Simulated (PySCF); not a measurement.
# Bond curve of RbNa

Set-up: basis Rb def2-SVPD with ECP28, Na def2-SVPD; scalar-relativistic core potentials; PySCF 2.14. Energies in eV from Rb + Na in their ground configurations at the same level. State: ¹Σ⁺ (singlet), closed shell.

All columns are PBE0. A positive dipole means Rb(−)Na(+).

```tsv
R (Å)	E (eV)	μ (D)	Mulliken charge on Rb (basis-dependent)	HOMO (eV)	LUMO (eV)	Mayer bond order	⟨S²⟩
3.195	-0.451	-3.01	0.03	-3.25	-1.15	1.02	0.00
3.344	-0.519	-3.10	0.02	-3.21	-1.18	1.01	0.00
3.492	-0.559	-3.20	0.00	-3.18	-1.21	1.01	0.00
3.603	-0.575	-3.27	-0.02	-3.15	-1.24	1.01	0.00
3.715	-0.580	-3.34	-0.04	-3.13	-1.26	1.01	0.00
3.826	-0.576	-3.42	-0.06	-3.10	-1.29	1.00	0.00
3.975	-0.559	-3.52	-0.08	-3.07	-1.33	1.00	0.00
4.161	-0.523	-3.65	-0.09	-3.04	-1.38	1.00	0.00
4.384	-0.465	-3.80	-0.10	-3.00	-1.44	0.99	0.00
4.681	-0.373	-3.99	-0.09	-2.96	-1.53	0.99	0.00
```

A fit through these points gives, at Re = 3.717 Å, μ = -3.35 D and dμ/dR = -0.672 D/Å; the reduced mass is 18.09 u.

Problem. How strong is the fundamental in the double-harmonic approximation, I = 42.26·(dμ/dR)²/μred km/mol?

Solution. I = 42.26·(-0.672)²/18.09 = 1.05 km/mol at PBE0.

Closed-shell solutions of metal pairs were not tested for spin polarisation, which can lower them a little.
